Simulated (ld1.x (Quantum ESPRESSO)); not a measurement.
copper: one change to an ultrasoft potential, before and after

ld1.x (Quantum ESPRESSO) 7.5 input, shortened:

```
&input
   title='Cu', zed=29., rel=1, dft='PZ', iswitch=3,
   config='[Ar] 3d9 4s2 4p0'
 /
 &inputp
   pseudotype=3, tm=.true., lloc=-1, rcloc=2.25,
   nlcc=.false.,
   which_augfun='PSQ', rmatch_augfun_nc=.true.
 /
6
4S  1  0   2.00   0.00  1.75  2.40  0.0
4S  1  0   0.00   0.10  1.75  2.40  0.0
4P  2  1   0.00   0.00  2.00  2.25  0.0
4P  2  1   0.00   0.45  2.00  2.25  0.0
3D  3  2   9.00   0.00  1.45  1.55  0.0
3D  3  2   0.00   0.35  1.45  1.55  0.0
 &test
   configts(1)='3d9 4s2 4p0'
 /
```

All-electron outer shells of the reference configuration (LDA (PZ), scalar-relativistic, ld1.x):

| shell | level (eV) | outermost node (bohr) | outermost maximum (bohr) |
| --- | --- | --- | --- |
| 3s | -119.41 | 0.29 | 0.61 |
| 3p | -77.17 | 0.26 | 0.62 |
| 3d | -9.79 | – | 0.60 |
| 4s | -6.05 | 0.88 | 2.13 |
| 4p | -1.29 | 0.96 | 3.07 |

Change: waves 4p (bound): rcut 1.66, rcutus 1.76 bohr; 4p channel at 0.45 Ry: rcut 1.66, rcutus 1.76 bohr.

Cutoffs: the cutoffs (Ry, on a coarse ladder) from which the occupation-weighted sum of valence levels, in a spherical-Bessel basis at the reference potential, stays within 10 and 1 mRy of its value at 400 Ry; they do not see the model core or the augmentation charge, which bear on the density cutoff. Errors are all-electron minus pseudo energies relative to the spin-unpolarised reference configuration.

Q: What does the change do?

A: The potential gets neither clearly harder nor softer (45 Ry and 80 Ry → 45 Ry and 80 Ry); a bound ghost appears in p, which as a rule spoils a file; the number of tests that count goes from 9 to 8; the errors of the 8 common tests hardly move.

```csv
quantity,base,changed
"cutoff, loose",45 Ry,45 Ry
"cutoff, tight",80 Ry,80 Ry
bound ghosts,none,p
"tests counted (converged, no solver errors)",9 of 9,8 of 9
"error for 3d10 4s1 4p0, meV [ΔE -2.00 eV]",-111,-111
"error for 3d10 4s0 4p0, meV [ΔE 6.43 eV]",-204,-204
"error for 3d9 4s0 4p0, meV [ΔE 28.12 eV]",-2.8,-2.8
"error for 3d7 4s0 4p0, meV [ΔE 127.51 eV]",-1183,-1183
"error for 3d10 4s0.5 4p0, meV [ΔE 1.30 eV]",-150,-150
"error for 3d9 4s1 4p0, meV [ΔE 9.90 eV]",-2.1,-2.1
"error for 3d9 4s2 4p0 (spin-polarised), meV [ΔE -0.24 eV]",+189,+189
"error for 3d10 4s1 4p0 (spin-polarised), meV [ΔE -2.19 eV]",-108,-108
s: phases at 2.59 bohr within 0.05 rad from the reference energy up to (Ry; the scan ends near 5),3.3,3.3
p: phases at 2.59 bohr within 0.05 rad from the reference energy up to (Ry; the scan ends near 5),4.2,4.9
d: phases at 2.59 bohr within 0.05 rad from the reference energy up to (Ry; the scan ends near 5),to the end of the scan,to the end of the scan
lowest overlap eigenvalue by channel,"s 0.39, p 0.65, d 0.82","s 0.39, p 0.76, d 0.82"
```

Changed file: Tests not counted: 3d10 4s0 4p1 (solver errors, printed error -1340 eV). A true bound ghost makes a file unfit for plane-wave use even where its test errors are small: the radial tests pick states by their node count and pass the ghost by. Where a test does run into it, the solver fails or the error is huge.
